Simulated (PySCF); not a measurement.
Si(NMeEt)2H2: computed shieldings and shifts

Si(NMeEt)2H2, C6H18N2Si, point group C1.

Geometry:
| atom | x (Å) | y (Å) | z (Å) |
| --- | --- | --- | --- |
| Si1 | -0.678 | 0.003 | -0.478 |
| N2 | -0.657 | 0.306 | 1.230 |
| C3 | 0.013 | -0.611 | 2.119 |
| C4 | -1.494 | 1.301 | 1.864 |
| C5 | -2.791 | 0.767 | 2.460 |
| H6 | 0.604 | -0.065 | 2.879 |
| H7 | -0.676 | -1.289 | 2.660 |
| H8 | 0.713 | -1.238 | 1.546 |
| H9 | -0.909 | 1.808 | 2.657 |
| H10 | -1.733 | 2.078 | 1.119 |
| H11 | -3.360 | 1.574 | 2.947 |
| H12 | -3.427 | 0.322 | 1.678 |
| H13 | -2.602 | -0.009 | 3.219 |
| N14 | 0.943 | -0.285 | -1.020 |
| C15 | 1.991 | 0.654 | -0.702 |
| C16 | 1.284 | -1.309 | -1.983 |
| C17 | 1.428 | -0.819 | -3.418 |
| H18 | 2.912 | 0.127 | -0.387 |
| H19 | 2.263 | 1.318 | -1.546 |
| H20 | 1.675 | 1.294 | 0.136 |
| H21 | 2.227 | -1.798 | -1.667 |
| H22 | 0.508 | -2.092 | -1.946 |
| H23 | 1.716 | -1.644 | -4.088 |
| H24 | 0.480 | -0.396 | -3.784 |
| H25 | 2.199 | -0.038 | -3.506 |
| H26 | -1.362 | 1.215 | -1.039 |
| H27 | -1.421 | -1.220 | -0.930 |

GIAO calculations in PySCF 2.14.0 with density-fitted response routines on the PBE0-D3(BJ)/def2-SVP structure: isolated species, non-relativistic, equivalent atoms averaged; basis pcSseg-1.

**Question.** Give the isotropic shieldings (ppm) with KT2, PBE0.

**Answer.** 
| atoms | environment | KT2 | PBE0 |
| --- | --- | --- | --- |
| Si1 | silicon bonded to 2 N, 2 H | 387.8 | 374.7 |
| N2/N14 | nitrogen bonded to 2 C, Si | 211.9 | 224.5 |
| C4/C16 | carbon bonded to C, N, 2 H | 132.0 | 135.8 |
| C3/C15 | carbon bonded to N, 3 H | 149.6 | 151.7 |
| C5/C17 | carbon bonded to C, 3 H | 166.5 | 168.2 |
| H26/H27 | hydrogen on a silicon bonded to 2 N | 26.14 | 26.49 |
| H9/H10/H21/H22 | hydrogen on a carbon bonded to C, N | 28.11 | 28.40 |
| H6/H7/H8/H18/H19/H20 | hydrogen on a carbon bonded to N | 28.58 | 28.81 |
| H11/H12/H13/H23/H24/H25 | hydrogen on a carbon bonded to C | 30.17 | 30.27 |
| HOMO–LUMO gap (eV) | – | 5.36 | 7.50 |

**Question.** And the chemical shifts, against references computed in the same way?

**Answer.** 
```tsv
atoms	nucleus, reference	KT2	PBE0
Si1	²⁹Si, TMS	-26.8	-22.7
N2/N14	¹⁵N, NH3	52.4	41.2
C4/C16	¹³C, TMS	51.2	48.6
C3/C15	¹³C, TMS	33.6	32.7
C5/C17	¹³C, TMS	16.8	16.2
H26/H27	¹H, TMS	5.04	4.78
H9/H10/H21/H22	¹H, TMS	3.07	2.87
H6/H7/H8/H18/H19/H20	¹H, TMS	2.60	2.46
H11/H12/H13/H23/H24/H25	¹H, TMS	1.01	1.00
```

**Question.** Which part of the shielding of Si1 depends on the functional?

**Answer.** Diamagnetic: KT2 890, PBE0 886 ppm; paramagnetic: KT2 -502, PBE0 -511 ppm.

Experimental scales use liquid or dissolved standards, which lie at an offset from isolated NH3 (liquid NH3: subtract about 20 ppm).
